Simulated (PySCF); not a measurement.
Si(Br)3(OH), SMILES O[Si](Br)(Br)Br, PBE0/def2-SVP optimised geometry.

```
6

O      0.90    -0.62     0.00
Si    -0.74    -0.62     0.00
Br    -1.53    -1.65     1.79
Br    -1.35     1.48     0.00
Br    -1.53    -1.65    -1.79
H      1.35    -1.48     0.00
```

Density from PBE0/def2-TZVP in PySCF 2.14.0 at that geometry.

Minimum of the electron density along straight lines between bonded atoms, close to the bond critical point (lines longer than 1.1 times the sum of covalent radii, or with two minima, are not listed):

| bond | length / Å | ρ at the minimum / e bohr⁻³ | ∇²ρ there / e bohr⁻⁵ | position (fraction from the first atom) |
|---|---|---|---|---|
| O1–Si2 | 1.640 | 0.143 | 0.83 | 0.59 |
| Si2–Br3 | 2.211 | 0.094 | 0.07 | 0.35 |
| Si2–Br4 | 2.192 | 0.097 | 0.08 | 0.35 |
| Si2–Br5 | 2.210 | 0.094 | 0.07 | 0.35 |
| O1–H6 | 0.964 | 0.351 | -2.41 | 0.81 |
